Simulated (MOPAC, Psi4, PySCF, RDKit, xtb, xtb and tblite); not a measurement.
Two geometries of C₅H₈OSSi, SMILES c1c([SiH2]CO)scc1, relaxed at GFN2-xTB with one dihedral held; other torsions can differ between them too.

Structure A

```
16

O      2.2518     0.8583     0.4138
C      2.3719    -0.2963    -0.4073
Si     4.0238    -1.2170    -0.1189
C      4.1543    -1.6139     1.7031
C      3.3874    -1.1739     2.7439
C      3.7859    -1.6819     3.9975
C      4.8589    -2.5088     3.9027
S      5.4012    -2.6795     2.2819
H      2.9768     1.4568     0.2089
H      2.2523    -0.0191    -1.4617
H      1.5171    -0.9210    -0.1456
H      4.0527    -2.4347    -0.9327
H      5.1225    -0.3143    -0.5041
H      2.5625    -0.4980     2.6048
H      3.2964    -1.4432     4.9250
H      5.3696    -3.0333     4.6861
```

Structure B

```
16

O      2.2589     0.8506     0.4276
C      2.3595    -0.3014    -0.4102
Si     3.4576    -1.6260     0.4283
C      2.7143    -2.0132     2.0986
C      1.7628    -1.3331     2.8026
C      1.4514    -1.9172     4.0478
C      2.1721    -3.0434     4.2853
S      3.2440    -3.4076     2.9931
H      2.9722     1.4547     0.2076
H      2.7248    -0.0256    -1.4020
H      1.3373    -0.6640    -0.5381
H      3.5042    -2.8261    -0.4132
H      4.8075    -1.0670     0.5997
H      1.3091    -0.4325     2.4295
H      0.7250    -1.5180     4.7334
H      2.1425    -3.6880     5.1415
```

Question: Which is lower in energy at the level PBE0-D3(BJ)/def2-SVP // GFN2-xTB run with Psi4, and by how much?

Answer: A is lower, by 0.78 kcal/mol (dihedral H9–O1–C2–Si3: 60° in A, 90° in B).

E(B) − E(A) in kcal/mol at the other levels, on the same two geometries: GFN2-xTB (xtb and tblite) 0.81; MMFF94 // GFN2-xTB (RDKit) 1.11; PBE0/def2-SVP // GFN2-xTB (Psi4) 0.73; PBE/def2-SVP // GFN2-xTB (Psi4) 0.83; PBE-D3(BJ)/def2-SVP // GFN2-xTB (Psi4) 0.88; UFF // GFN2-xTB (RDKit) 0.21; PM7, restricted, heats of formation // GFN2-xTB (MOPAC) -0.64; AM1, restricted, heats of formation // GFN2-xTB (MOPAC) 0.09; GFN1-xTB // GFN2-xTB (xtb) 0.02; restricted B3LYP/6-31G*, spherical d, density fitting // GFN2-xTB (PySCF) 0.61; restricted B3LYP/3-21G, density fitting // GFN2-xTB (PySCF) 0.18; restricted Hartree-Fock/STO-3G // GFN2-xTB (PySCF) 0.59; restricted MP2 (frozen core)/3-21G // GFN2-xTB (PySCF) -0.05.
